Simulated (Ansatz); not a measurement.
A run for Ansatz (a first-principles code): R-wB97M-V/def2-TZVPPD on HCl (SMILES Cl). Files ending in .json are basis or fitting sets from the Basis Set Exchange.

Ansatz 0.2 input:
```yaml
crystal:
  periodic: [false, false, false]
  atoms:
    - {symbol: Cl, position_ang: [0.30878794, -0.48083887, 0.00354407]}
    - {symbol: H, position_ang: [0.19250176, -0.28751925, 1.27725835]}
basis:
  gaussian:
    orbitals: def2-TZVPPD.json
hamiltonian:
  xc: {name: wB97M-V}
scf: {lower_state_search: off}
```

Problem. Predict the final total energy.

Solution. -460.7915 hartree.
